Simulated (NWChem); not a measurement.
System: BiHBr2; SMILES [Br][BiH][Br]

Input file for NWChem:

```
start job
memory heap 200 mb stack 900 mb global 1100 mb
geometry units angstroms noautosym nocenter noautoz
  Bi    -0.722108     0.002914     0.000000
  H     -0.834412    -1.799154     0.000000
  Br     0.938584     0.028600    -2.023093
  Br     0.938584     0.028600     2.023093
end
basis spherical
  * library def2-svpd
end
ecp
  Bi library def2-ecp
end
dft
  xc xpbe96 cpbe96
  iterations 150
end
property
  response 1 0.0
end
task dft property
```

Excerpt of the output:

```
             Northwest Computational Chemistry Package (NWChem) 7.3.0
             --------------------------------------------------------

                             Geometry "geometry" -> ""
                             -------------------------

 Output coordinates in angstroms (scale by  1.889725989 to convert to a.u.)

  No.       Tag          Charge          X              Y              Z
 ---- ---------------- ---------- -------------- -------------- --------------
    1 Bi                  83.0000    -0.72210800     0.00291400     0.00000000
    2 H                    1.0000    -0.83441200    -1.79915400     0.00000000
    3 Br                  35.0000     0.93858400     0.02860000    -2.02309300
    4 Br                  35.0000     0.93858400     0.02860000     2.02309300

 Effective nuclear repulsion energy (a.u.)    1370.5144246518

                                 NWChem DFT Module
                                 -----------------

 Summary of "ao basis" -> "ao basis" (spherical)
 ------------------------------------------------------------------------------
       Tag                 Description            Shells   Functions and Types
 ---------------- ------------------------------  ------  ---------------------
 Bi                        def2-svpd                12       32   5s4p3d
 H                         def2-svpd                 4        8   2s2p
 Br                        def2-svpd                15       41   6s5p4d

            General Information
            -------------------
          SCF calculation type: DFT
          Wavefunction type:  closed shell.
          No. of atoms     :     4
          No. of electrons :    94
           Alpha electrons :    47
            Beta electrons :    47
          Charge           :     0
          Spin multiplicity:     1
          Use of symmetry is: off; symmetry adaption is: off
          Maximum number of iterations: 150
          AO basis - number of functions:   122
                     number of shells:    46
          Convergence on energy requested:  1.00D-06
          Convergence on density requested:  1.00D-05
          Convergence on gradient requested:  5.00D-04

              XC Information
              --------------
          PerdewBurkeErnzerhof Exchange Functional  1.000
            Perdew 1991 LDA Correlation Functional  1.000 local
           PerdewBurkeErnz. Correlation Functional  1.000 non-local

             Grid Information
             ----------------
          Grid used for XC integration:  medium
          Radial quadrature: Mura-Knowles
          Angular quadrature: Lebedev.
          Tag              B.-S. Rad. Rad. Pts. Rad. Cut. Ang. Pts.
          ---              ---------- --------- --------- ---------
          Bi                  1.60      123          12.0       590
          H                   0.35       45          12.0       434
          Br                  1.15      112          14.0       590
          Grid pruning is: on
          Number of quadrature shells:   392
          Spatial weights used:  Erf1

      Superposition of Atomic Density Guess
      -------------------------------------

 Sum of atomic energies:       -5390.09436519

      Non-variational initial energy
      ------------------------------

 Total energy =   -5358.377967
 1-e energy   =   -8543.019537
 2-e energy   =    2680.811945
 HOMO         =      -0.287330
 LUMO         =      -0.039724

   convergence    iter        energy       DeltaE   RMS-Dens  Diis-err
 ---------------- ----- ----------------- --------- --------- ---------
 d= 0,ls=0.0,diis     1  -5362.1668157991 -5.87D+03  2.12D-02  7.62D-01
 d= 0,ls=0.0,diis     2  -5361.8588359662  3.08D-01  1.48D-02  2.37D+00
 d= 0,ls=0.0,diis     3  -5362.2412690910 -3.82D-01  3.65D-03  8.57D-02
 d= 0,ls=0.0,diis     4  -5362.2573984599 -1.61D-02  1.08D-03  8.49D-03
 d= 0,ls=0.0,diis     5  -5362.2589014565 -1.50D-03  2.74D-04  1.25D-03
  Resetting Diis
 d= 0,ls=0.0,diis     6  -5362.2590874593 -1.86D-04  4.47D-05  1.14D-05
 d= 0,ls=0.0,diis     7  -5362.2590893587 -1.90D-06  3.64D-05  2.52D-06
 d= 0,ls=0.0,diis     8  -5362.2590886663  6.92D-07  2.24D-05  5.62D-06
 d= 0,ls=0.0,diis     9  -5362.2590898824 -1.22D-06  1.67D-06  3.21D-08
 d= 0,ls=0.0,diis    10  -5362.2590898873 -4.84D-09  5.64D-07  3.82D-09

         Total DFT energy =    -5362.259089887256
      One electron energy =    -8543.143005388711
           Coulomb energy =     2876.465206025885
    Exchange-Corr. energy =     -199.410915900967
 Nuclear repulsion energy =      503.829625376537

 Numeric. integr. density =       93.999981587471

                       DFT Final Molecular Orbital Analysis
                       ------------------------------------

 Vector   45  Occ=2.000000D+00  E=-2.630959D-01
              MO Center=  8.9D-01,  2.6D-02,  2.0D-06, r^2= 5.6D+00
   Bfn.  Coefficient  Atom+Function         Bfn.  Coefficient  Atom+Function
  ----- ------------  ---------------      ----- ------------  ---------------
    57      0.407907  3 Br py                98     -0.407907  4 Br py
    54      0.380114  3 Br py                95     -0.380114  4 Br py
    51     -0.251011  3 Br py                92      0.251011  4 Br py
    48      0.081617  3 Br py                89     -0.081617  4 Br py
    60      0.058075  3 Br py               101     -0.058075  4 Br py

 Vector   46  Occ=2.000000D+00  E=-2.593227D-01
              MO Center=  8.8D-01,  3.0D-02,  3.2D-06, r^2= 5.7D+00
   Bfn.  Coefficient  Atom+Function         Bfn.  Coefficient  Atom+Function
  ----- ------------  ---------------      ----- ------------  ---------------
    58      0.336226  3 Br pz                99      0.336226  4 Br pz
    55      0.310187  3 Br pz                96      0.310188  4 Br pz
    56      0.244243  3 Br px                97     -0.244244  4 Br px
    53      0.234002  3 Br px                94     -0.234003  4 Br px
    52     -0.204173  3 Br pz                93     -0.204173  4 Br pz

 Vector   47  Occ=2.000000D+00  E=-2.469426D-01
              MO Center=  4.2D-01, -2.0D-01, -5.1D-07, r^2= 5.7D+00
   Bfn.  Coefficient  Atom+Function         Bfn.  Coefficient  Atom+Function
  ----- ------------  ---------------      ----- ------------  ---------------
    57      0.340972  3 Br py                98      0.340972  4 Br py
    54      0.315874  3 Br py                95      0.315874  4 Br py
    33      0.236589  2 H  s                 51     -0.207548  3 Br py
    92     -0.207548  4 Br py                 3     -0.205451  1 Bi s
    13     -0.199460  1 Bi py                34      0.198564  2 H  s

 Vector   48  Occ=0.000000D+00  E=-1.227825D-01
              MO Center= -3.9D-01, -2.6D-02,  1.0D-07, r^2= 5.6D+00
   Bfn.  Coefficient  Atom+Function         Bfn.  Coefficient  Atom+Function
  ----- ------------  ---------------      ----- ------------  ---------------
    12      0.531308  1 Bi px                15      0.466133  1 Bi px
     3      0.328521  1 Bi s                  5     -0.314827  1 Bi s
     4      0.292173  1 Bi s                 58     -0.292877  3 Br pz
    99      0.292877  4 Br pz                 6     -0.238757  1 Bi px
    55     -0.230067  3 Br pz                96      0.230067  4 Br pz

 Vector   49  Occ=0.000000D+00  E=-1.066291D-01
              MO Center= -4.0D-01, -2.6D-02, -1.7D-07, r^2= 5.4D+00
   Bfn.  Coefficient  Atom+Function         Bfn.  Coefficient  Atom+Function
  ----- ------------  ---------------      ----- ------------  ---------------
    14      0.569090  1 Bi pz                17      0.456144  1 Bi pz
    56     -0.255415  3 Br px                97      0.255415  4 Br px
     8     -0.252302  1 Bi pz                53     -0.207651  3 Br px
    94      0.207651  4 Br px                44      0.161469  3 Br s
    85     -0.161469  4 Br s                 31      0.160624  1 Bi d  1

 Vector   50  Occ=0.000000D+00  E=-5.684458D-02
              MO Center= -6.8D-01, -1.8D-01, -1.7D-08, r^2= 5.8D+00
   Bfn.  Coefficient  Atom+Function         Bfn.  Coefficient  Atom+Function
  ----- ------------  ---------------      ----- ------------  ---------------
     5      0.861511  1 Bi s                  4     -0.496304  1 Bi s
    13      0.409090  1 Bi py                16      0.339927  1 Bi py
     3     -0.332069  1 Bi s                 34      0.307676  2 H  s
    33      0.288628  2 H  s                  1      0.185707  1 Bi s
    32     -0.185149  1 Bi d  2               7     -0.179372  1 Bi py

     Multipole analysis of the density
     ---------------------------------

     L   x y z        total         alpha         beta         nuclear
     -   - - -        -----         -----         ----         -------
     0   0 0 0     -0.000000    -47.000000    -47.000000     94.000000

     1   1 0 0     -1.308831    -46.251599    -46.251599     91.194367
     1   0 1 0      0.131316     -0.189330     -0.189330      0.509977
     1   0 0 1     -0.000000     -0.000000     -0.000000      0.000000

[...]

 DFT Linear Response polarizability / au
 Frequency  =       0.0000000 / au
              X              Y              Z
 -----------------------------------------------
 X      90.8404141      2.6706194      0.0000003
 Y       2.6706432     76.8333851     -0.0000021
 Z       0.0000003     -0.0000021    124.1776312
 -----------------------------------------------
 Eigenvalues =      91.3323264     76.3414728    124.1776312
 Isotropic   =      97.2838101
 Anisotropic =      42.3782833
 -----------------------------------------------

 Magnetic Dipole Response Matrix (nonzero elements):

 Exiting AOResponse driver routine
```

Level: PBE/def2-SVPD with def2 effective core potentials on Bi. Geometry: optimised at PBE0/def2-SVP. No frequency run checked for a minimum. def2 effective core potentials on Bi; no spin-orbit coupling.
